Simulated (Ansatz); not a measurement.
Species: CH6ClNSi, SMILES `N([SiH2]Cl)C` (C–N–Si–Cl torsion 69°) (charge 0, multiplicity 1), formula CH6ClNSi.

Problem. How many basis functions does frozen-core CCSD(T)/def2-TZVPP // PBE0-D4/def2-TZVP in Ansatz (an electronic-structure program) use, how many core orbitals are frozen, and how many electrons are correlated?

Solution. 230 basis functions and 12 frozen orbitals, which leaves 26 correlated electrons. Core time is of the order of minutes.
